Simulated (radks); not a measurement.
Bi2+, 81 electrons, occupied as [Hg] 7p1 (not the ground configuration). Calculated with a radial shooting solver on a logarithmic mesh with Libxc functionals: scalar-relativistic Kohn-Sham, SCAN, spin-unpolarised, spherical densities, finite nucleus; meta-GGA in the generalised Kohn-Sham scheme; Fermi nuclear charge, rms radius 5.5211 fm.

Local quantities along the radius. ELF = 1/(1 + alpha^2) is the electron localisation function; alpha = (tau - tau_W)/tau_unif compares the Pauli kinetic energy density with that of the uniform gas. tau is taken from the large components.

```
   r/bohr * ELF (the largest magnitude, 1, reaches the edge; | marks zero)
0.0007075 |                                                      *
0.0008369 |                                                      *
0.0009821 |                                                      *
 0.001153 |                                                      *
 0.001363 |                                                      *
   0.0016 |                                                      *
 0.001893 |                                                      *
 0.002221 |                                                      *
 0.002606 |                                                      *
 0.003083 |                                                      *
 0.003618 |                                                      *
 0.004246 |                                                      *
 0.005023 |                                                      *
 0.005894 |                                                      *
 0.006917 |                                                     *
 0.008182 |                                                    *
 0.009602 |                                                   *
  0.01136 |                                               *
  0.01333 |                                        *
  0.01564 |                               *
   0.0185 |                      *
  0.02171 |                  *
  0.02548 |                   *
  0.03014 |                         *
  0.03537 |                                 *
  0.04151 |                                      *
  0.04911 |                                        *
  0.05763 |                                    *
  0.06817 |                           *
     0.08 |                   *
  0.09388 |                   *
    0.111 |                            *
   0.1303 |                                    *
   0.1529 |                                      *
   0.1809 |                               *
   0.2123 |                  *
   0.2511 |                *
   0.2947 |                           *
   0.3458 |                                     *
   0.4091 |                                      *
   0.4801 |                               *
   0.5634 |                    *
   0.6665 |                 *
   0.7821 |                         *
   0.9178 |                                   *
    1.086 |                                    *
    1.274 |                               *
    1.507 |                        *
    1.769 |                     *
    2.076 |                    *
    2.455 |                   *
    2.881 |      *
    3.381 *
        4 *
    4.694 |    *
    5.508 |               *
    6.516 |               *
    7.646 |        *
    9.045 |  *
    10.61 *
    12.46 *
```

On this mesh the ELF has minima near r = 0.022, 0.094, 0.25, 0.67, 3.4 bohr, which separate the shells, and maxima near 0.049 (0.74), 0.15 (0.71), 0.41 (0.71), 1.1 (0.66), 5.5 (0.29).
